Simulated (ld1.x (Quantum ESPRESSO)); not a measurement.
## u(r) = r·R(r): atom against pseudo-atom (Fe)

Columns: radius, all-electron u(r) and pseudo u(r) of the 4s shell (level -5.49 eV) of iron in the configuration [Ar] 3d6 4s2 4p0; LDA (PZ), scalar-relativistic, PAW scheme, ld1.x (Quantum ESPRESSO) 7.5.

```
r (bohr)  all-electron   pseudo
   0.182       -0.1677  -0.0713
   0.365        0.0778  -0.1423
   0.548        0.2668  -0.2119
   0.730        0.2364  -0.2790
   0.912        0.0902  -0.3431
   1.095       -0.0864  -0.4036
   1.277       -0.2486  -0.4588
   1.460       -0.3821  -0.5083
   1.642       -0.4825  -0.5505
   1.825       -0.5534  -0.5849
   2.007       -0.5986  -0.6102
   2.190       -0.6232  -0.6259
   2.372       -0.6314  -0.6315
   2.555       -0.6268  -0.6268
   2.738       -0.6127  -0.6127
   2.920       -0.5917  -0.5917
   3.102       -0.5658  -0.5658
   3.285       -0.5364  -0.5364
   3.468       -0.5051  -0.5051
   3.650       -0.4730  -0.4730
   3.832       -0.4407  -0.4407
   4.015       -0.4087  -0.4087
   4.198       -0.3776  -0.3776
   4.380       -0.3478  -0.3478
   4.562       -0.3194  -0.3194
   4.745       -0.2924  -0.2924
```

(1) How many radial nodes do the two functions have?

(2) At about which radius was the pseudo-wave matched?

(3) Is the pseudo-wave norm-conserving?

## Answers

(1) The all-electron 4s function has n − l − 1 = 3 (the table is too coarse to show those close to the nucleus); the pseudo-wave has 0, since the states of the same l below it are removed with the core.

(2) 2.50 bohr, where the columns begin to agree (steps of 0.18 bohr).

(3) No, it belongs to a PAW set: the norm inside the radius is not constrained, and the difference is carried by the augmentation charge.
